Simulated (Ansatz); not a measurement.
C3H10OSn, SMILES `[CH3][Sn]([CH3])([CH3])[OH]`. The species carries charge 0 and has multiplicity 1. Sn: def2 effective core potential. The structure was optimised at the PBE0-D4/def2-TZVP level. It is one conformer, not always the lowest.

```xyz
15

C    -0.865   -1.511    1.111
Sn    0.220   -0.067   -0.040
C    -0.811    0.451   -1.844
C     0.856    1.620    1.092
O     1.951   -0.887   -0.554
H    -1.798   -1.082    1.480
H    -1.102   -2.382    0.498
H    -0.262   -1.831    1.961
H    -1.045   -0.447   -2.417
H    -1.744    0.970   -1.615
H    -0.184    1.104   -2.452
H     0.000    2.192    1.453
H     1.476    2.264    0.468
H     1.445    1.285    1.946
H     1.863   -1.679   -1.087
```

Problem. What is the dipole moment at B3LYP/def2-TZVPP? (An estimate is asked.)

Solution. Ansatz gave: 2.08 D, with components (-2.07, -0.05, -0.08) D in this frame, pointing from negative to positive charge.

Problem. And with PBE, r2SCAN, ωB97M-V? (Best estimate.)

Solution. Computed: PBE 1.96 D, r2SCAN 2.04 D, ωB97M-V 2.10 D.

Problem. Give the Mulliken charges with B3LYP, PBE, ωB97M-V in def2-TZVPP. (Best estimate.)

Solution. The calculation gave: 
```json
{"atom": "C1", "B3LYP": "-0.60", "PBE": "-0.59", "ωB97M-V": "-0.63"}
{"atom": "Sn2", "B3LYP": "1.16", "PBE": "1.05", "ωB97M-V": "1.03"}
{"atom": "C3", "B3LYP": "-0.60", "PBE": "-0.59", "ωB97M-V": "-0.63"}
{"atom": "C4", "B3LYP": "-0.60", "PBE": "-0.59", "ωB97M-V": "-0.62"}
{"atom": "O5", "B3LYP": "-0.57", "PBE": "-0.53", "ωB97M-V": "-0.55"}
{"atom": "H6", "B3LYP": "0.11", "PBE": "0.12", "ωB97M-V": "0.14"}
{"atom": "H7", "B3LYP": "0.11", "PBE": "0.11", "ωB97M-V": "0.13"}
{"atom": "H8", "B3LYP": "0.12", "PBE": "0.13", "ωB97M-V": "0.15"}
{"atom": "H9", "B3LYP": "0.11", "PBE": "0.11", "ωB97M-V": "0.13"}
{"atom": "H10", "B3LYP": "0.11", "PBE": "0.12", "ωB97M-V": "0.14"}
{"atom": "H11", "B3LYP": "0.12", "PBE": "0.13", "ωB97M-V": "0.15"}
{"atom": "H12", "B3LYP": "0.11", "PBE": "0.11", "ωB97M-V": "0.13"}
{"atom": "H13", "B3LYP": "0.12", "PBE": "0.12", "ωB97M-V": "0.14"}
{"atom": "H14", "B3LYP": "0.12", "PBE": "0.12", "ωB97M-V": "0.14"}
{"atom": "H15", "B3LYP": "0.16", "PBE": "0.16", "ωB97M-V": "0.15"}
```

B3LYP here is the variant with VWN-RPA as its local correlation; programs differ in this.
